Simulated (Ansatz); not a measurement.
Coupled-cluster diagnostics for CdO₂⁻, Ansatz.

Geometry of the doublet (B3LYP-D4/def2-TZVPD):

```xyz
3

Cd    0.2938    0.3947   -1.6179
O     0.3801   -0.6070    0.8144
O    -0.6739    0.2123    0.8035
```

In the def2 sets Cd takes a core potential; there is no spin–orbit coupling. Correlated methods freeze 2 core orbitals; core or outer-core shells of Cd are correlated, in sets that lack core-valence functions. The structure holds 1 bond(s) between oxygen atoms. In the quartet geometry the species has come apart into loosely held pieces. At PBE0-D4/def2-TZVPD a triplet of charge 0 lies 1.31 eV below the restricted singlet at the same geometry. The structure comes from a short search, and lower isomers may exist.

Geometry of the charge -1 quartet (B3LYP-D4/def2-TZVPD):

```tsv
atom	x (Å)	y (Å)	z (Å)
Cd1	-1.9972	-0.0312	-1.2184
O2	1.3173	0.5099	0.7615
O3	0.6799	-0.4787	0.4569
```

(1) Estimate the CCSD(T) correlation energy, the shares of MP2 and (T), T1 and the reference's ⟨S²⟩ for: charge -1, doublet, own geometry in def2-TZVPPD; charge -1, quartet, own geometry in def2-TZVPPD; charge 0, singlet, vertical in def2-TZVPPD; and the rough time on 4 threads of Arm Neoverse V2 on a shared host.

Answers

(1) 
```tsv
state	basis	correlation (eV)	MP2 share (%)	(T) share (%)	T1	⟨S²⟩ (pure)	wall time	remarks
charge -1, doublet, own geometry	def2-TZVPPD	-32.565	99.0	3.5	0.023	0.79 (0.75)	24 s	–
charge -1, quartet, own geometry	def2-TZVPPD	-31.584	99.1	3.3	0.020	3.82 (3.75)	25 s	HOMO above zero
charge 0, singlet, vertical	def2-TZVPPD	-33.501	100.2	4.0	0.018	0.00 (0.00)	43 s	restricted SCF unstable
```
Customary marks for T1 are 0.02 (closed shells), 0.045 (open shells) and about 0.05 (3d metals). T1 exceeds 0.02 in 2 of 3 rows and 0.045 in 0; the higher it lies, the less the single-reference result can be trusted.
